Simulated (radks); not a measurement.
Spin polarisation of the 3d6 shell in the cobalt ion Co3+. Start: [Ar] 3d(up 3, down 3); electrons of 3d are moved from spin down to spin up, other shells keep equal spins. Method: non-relativistic Kohn-Sham, PBE, spin-polarised, spherical densities, point nucleus; computed with a radial shooting solver on a logarithmic mesh with Libxc functionals.

\begin{tabular}{lrrrr}
moment (Bohr magnetons) & E - E(0) (eV) & e(3d up) (eV) & e(3d down) (eV) & 3p down minus up (eV) \\ \hline
0 & 0.000 & -45.444 & -45.444 & 0.000 \\
1 & -0.282 & -45.977 & -44.849 & 1.186 \\
2 & -1.129 & -46.450 & -44.190 & 2.375 \\
3 & -2.542 & -46.862 & -43.467 & 3.571 \\
4 & -4.525 & -47.212 & -42.674 & 4.777 \\
\end{tabular}

At moment 4 the spin-polarisation energy is -4.525 eV and the 3d exchange splitting 4.538 eV, that is 1.135 eV per Bohr magneton; E = -I m^2/4 would give I = 1.131 eV.
